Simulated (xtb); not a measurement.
C4H12Si, charge +1, doublet, geometry from GFN2-xTB (a state made from the parent by changing its charge; the spin is typed, not shown lowest). Base run: GFN0-xTB (xtb 6.7.1).

Here is a job for xtb.
```
$ xtb mol.xyz --gfn 0 --chrg 1 --uhf 1 --json

# file mol.xyz
17

C     -0.67711892    -1.08180973    -1.45041309
Si     0.00000000     0.00000000     0.00000000
C      0.21985601     1.71350242    -0.86491228
C     -1.24107524    -0.43088326     1.41653533
C      1.69833815    -0.20080944     0.89879004
H     -1.66124579    -0.75784599    -1.77610039
H     -0.74380925    -2.11493410    -1.12275818
H      0.00524492    -1.01545661    -2.29251058
H      0.49809965     2.45437331    -0.12137873
H     -0.71985364     2.00266353    -1.32587101
H      0.98814373     1.68771292    -1.63211453
H     -2.25393721    -0.24909667     1.06981413
H     -1.16238239    -1.46887464     1.72623150
H     -1.03598392     0.20261311     2.27430641
H      1.75059264    -1.18982003     1.34407518
H      2.49964681    -0.09034253     0.17432278
H      1.83548446     0.53900772     1.68198342
```

The base run was repeated with changes; each row names its change, and settings that it needs were set with it.

```json
[
 {"change": "base", "ΔE vs base (kcal/mol)": "0.000"},
 {"change": "etemp = 10", "ΔE vs base (kcal/mol)": "0.000"},
 {"change": "etemp = 3000", "ΔE vs base (kcal/mol)": "-5.49"},
 {"change": "etemp = 1000", "ΔE vs base (kcal/mol)": "-0.323"}
]
```
